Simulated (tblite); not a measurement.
Run record: tight-binding relaxation, `[SiH2]([C@@H]([CH2][GaH2])C#C)S[SiH3]`.

Computed with GFN2-xTB geometry optimisation, gas phase (tblite 0.8.0). Start geometry: from a force field or distance geometry. The command runs a driver script over a list of jobs; the input below is this job's line of settings and its coordinates in Å.

Command:
```bash
OMP_NUM_THREADS=1 python probes_run.py task.json out
```

Input:
```
{"job": {"kind": "relax", "xc": "GFN2-xTB", "basis": "xTB"}, "charge": 0, "multiplicity": 1}
C      0.285200    -2.667800    -1.364800
C     -0.296700    -1.875800    -0.640800
C     -0.968700    -0.957400     0.270600
C     -1.294700     0.309900    -0.518300
Ga    -2.301600     0.621800    -2.016300
Si     0.167200    -0.462200     1.666000
S      2.238200    -0.586600     1.056500
Si     2.912400     1.269600     0.246400
H      0.799900    -3.353700    -2.014800
H     -1.881500    -1.385400     0.717900
H     -1.721900     1.009600     0.231800
H     -0.305900     0.713500    -0.797800
H     -3.937400     0.315800    -1.756100
H     -2.601600     2.266500    -2.065800
H     -0.159800     0.933500     1.997700
H     -0.046300    -1.356000     2.819600
H      2.377300     2.428500     1.014900
H      2.367300     1.395700    -1.108200
H      4.358700     1.389800     0.269200
```

Output:
```
step      E/eV     max force
  0    -597.54566    4.183
  1    -597.90165    4.300
  2    -597.94800    6.132
  3    -598.19063    1.069
  4    -598.27441    1.166
  5    -598.41098    2.273
  6    -598.52428    1.559
  7    -598.58770    0.638
  8    -598.62305    0.578
  9    -598.64791    0.651
... (207 lines left out)
217    -599.33388    0.011
218    -599.33392    0.014
219    -599.33396    0.017
220    -599.33402    0.018
221    -599.33408    0.016
222    -599.33412    0.013
223    -599.33416    0.013
224    -599.33419    0.010
225    -599.33422    0.010
226    -599.33424    0.010
```

«max force» is the largest atomic force in eV/Å.

**Question.** From which step on does the largest force stay under 0.1 eV/Å, and how much energy is left to gain from there?

**Answer.** From step 173 (0.063 eV/Å), 9.8 meV above the end.

Main results: energy lowered by 41.2 kcal/mol over 226 steps; largest atomic force 0.010 eV/Å at the end.

**Question.** Estimate the wall time. Hardware: one thread of an Arm Neoverse N1, shared host.

**Answer.** About 4.6 s.
Labels such as C1 count atoms from 1, the log's own numbers from 0.
